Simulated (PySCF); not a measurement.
**A rate constant, worked out**

An elementary step of CH₅ClGe, singlet (CH₅ClGe ([CH3][GeH2][Cl]) → CH₄Ge ([CH2][GeH2]) + HCl; Ge–Cl, C–H broken or loosened, Cl–H formed or tightened). The start structure is the reactant molecule, and the electronic barrier above it is 3.280 eV by CCSD(T) at an estimated basis limit (MP2 extrapolated from triple and quadruple zeta, plus CCSD(T) − MP2 in triple zeta). Computed with PySCF 2.14 with density fitting (its default auxiliary sets; JK sets also for MP2 and CCSD(T)) (basis: def2-TZVPP and def2-QZVPP); correlated methods freeze the cores. Filled d shells of the heavier atoms are correlated. The def2 sets are not built for correlating such inner shells, so the correlated values are less sure here. Extrapolation: Hartree–Fock as exp(−7.88 √X), correlation as X^−2.97. Harmonic wavenumbers (analytic Hessian with the translational sum rule) at PBE0-D4/def2-TZVP (PySCF 2.14 with density fitting (its default auxiliary sets; JK sets also for MP2 and CCSD(T))), in cm⁻¹:

Start: 135, 164, 417, 453, 619, 627, 713, 850, 864, 876, 1267, 1449, 1454, 2159, 2164, 3065, 3156, 3168.

Saddle: 826i, 100, 234, 455, 499, 572, 587, 699, 817, 844, 877, 1019, 1154, 1379, 2200, 2220, 3159, 3264.

Task: Work out the transition-state-theory rate constant at 600 K from these numbers alone (harmonic vibrations; rotation, path degeneracy and anharmonicity left out), and the Wigner tunnelling factor. Use 1 cm⁻¹ = 1.2398 × 10⁻⁴ eV and k_B = 8.617 × 10⁻⁵ eV/K.

Result: Zero-point energies, half the sums: start 23600/2 cm⁻¹ = 1.4630 eV; saddle, real modes only, 20079/2 cm⁻¹ = 1.2447 eV.
Barrier with zero-point energy: 3.280 + 1.2447 − 1.4630 = 3.0617 eV.
k_BT = 0.05170 eV, so the barrier is 59.22 k_BT.
Vibrational partition functions from the zero-point level, ln q = −Σ ln(1 − exp(−hν/k_BT)): start 4.517, saddle 4.568.
k = (k_BT/h) exp(ln q‡ − ln q) exp(−E0/k_BT), with log₁₀(k_BT/h in s⁻¹) = 13.10: log₁₀ k = 13.10 + (0.051 − 59.22)/2.3026 = -12.60, so k ≈ 3 × 10^(-13) s⁻¹.
Wigner factor: 1 + (hν‡/k_BT)²/24 = 1 + (1.98)²/24 = 1.16. A change of 1 kcal/mol (0.043 eV) in the barrier would change k by a factor of 2.3 at this temperature.

The T1 diagnostic stays at or below 0.017. The restricted Hartree–Fock reference is unstable towards an unrestricted one at one or more of these structures.

Labels in which every atom is bracketed show which atoms are joined, not bond orders.

For scale, one of the runs: CCSD(T)/def2-TZVPP, 191 basis functions, launched by `OMP_NUM_THREADS=4 python run.py`. Hardware: 4 CPU threads of an Arm Neoverse V2, shared host. Wall time 8 min; peak host memory 2.4 GiB.
